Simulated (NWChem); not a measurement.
silicon monosulfide (SiS, singlet); SMILES [Si]=S

Computed with NWChem. Pople sets run with spherical d functions. Low-valent species are run as closed-shell singlets; no triplet was tried in these runs. The geometry was optimised at PBE0/def2-SVP. Computed dipoles belong to the equilibrium geometry; the measured one is vibrationally averaged.

Measured dipole moment: 1.73 D (NIST CCCBDB, as tabulated in the package chemicals).

Question: Which of these levels lies farthest from the measured value, and how do the others fare: B3LYP/def2-TZVP; B3LYP/STO-3G; B3LYP/aug-cc-pVTZ; B3LYP/3-21G; B3LYP/6-31G*; B3LYP/6-31+G*; B3LYP/6-311++G**; B3LYP/def2-SVP; B3LYP/def2-SVPD?

Answer: B3LYP/STO-3G.
| level | dipole moment (D) | computed − measured |
|---|---|---|
| B3LYP/STO-3G | 1.17 | -0.56 |
| B3LYP/3-21G | 1.99 | +0.26 |
| B3LYP/6-31G* | 1.79 | +0.06 |
| B3LYP/6-31+G* | 1.91 | +0.18 |
| B3LYP/def2-SVP | 1.48 | -0.25 |
| B3LYP/def2-SVPD | 1.80 | +0.07 |
| B3LYP/def2-TZVP | 1.80 | +0.07 |
| B3LYP/6-311++G** | 1.93 | +0.20 |
| B3LYP/aug-cc-pVTZ | 1.81 | +0.08 |
